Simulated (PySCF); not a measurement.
From one molecule to another.

First species: C8H7F.
Atom-mapped SMILES: `[CH3:1][c:2]1[cH:3][c:4]([F:5])[c:6]2[c:7]([cH:8]1)[CH2:9]2` (hydrogens: H10, H11, H12 on C1; H13 on C3; H14 on C8; H15, H16 on C9)

Second species: C4H10ClFSi2.
Numbering: `[CH2:1]=[CH:2][CH2:3][Si@@H:4]([Cl:5])[C@H:6]([F:7])[SiH3:8]` (hydrogens: H9, H10 on C1; H11 on C2; H12, H13 on C3; H14 on Si4; H15 on C6; H16, H17, H18 on Si8)

Levels: PBE0/pcSseg-1 for dipole moment, HOMO energy, LUMO energy and HOMO–LUMO gap; GFN2-xTB for rotational constant A and rotational constant C. Geometries: GFN2-xTB. Each species is one conformer at its optimised geometry, gas phase, non-relativistic unless stated. Electronic properties by PySCF.

The conformers computed, where there is a choice (atom-mapped SMILES and torsion angles):
- `[CH2:1]=[CH:2][CH2:3][Si@@H:4]([Cl:5])[C@H:6]([F:7])[SiH3:8]`: C1–C2–C3–Si4 104°, C2–C3–Si4–Cl5 175°, C3–Si4–C6–F7 -44°

Values for the first species:

| Quantity | Value |
| --- | --- |
| Dipole moment | 1.97 D |
| HOMO energy | -6.93 eV |
| LUMO energy | -0.33 eV |
| HOMO–LUMO gap | 6.60 eV |
| Rotational constant A | 2.444 GHz |
| Rotational constant C | 0.983 GHz |

(1) Estimate the same properties for the second species, and the change in each.

## Answers

(1) 
| property | first | second | second less first |
| --- | --- | --- | --- |
| dipole moment | 1.97 D | 1.98 D | +0.01 D |
| HOMO energy | -6.93 eV | -7.41 eV | -0.48 eV |
| LUMO energy | -0.33 eV | -0.19 eV | +0.14 eV |
| HOMO–LUMO gap | 6.60 eV | 7.22 eV | +0.62 eV |
| rotational constant A | 2.444 GHz | 1.341 GHz | -1.103 GHz |
| rotational constant C | 0.983 GHz | 0.585 GHz | -0.398 GHz |

On the first: The dipole equals about 6.6 × 10⁻³⁰ C·m (1 D = 3.33564 × 10⁻³⁰ C·m). GFN2-xTB frequencies show an imaginary mode (40i cm⁻¹), so this geometry is no minimum at that level.

On the second: The dipole matches unit charges of opposite sign 0.41 Å apart (1 e·Å = 4.8032 D).
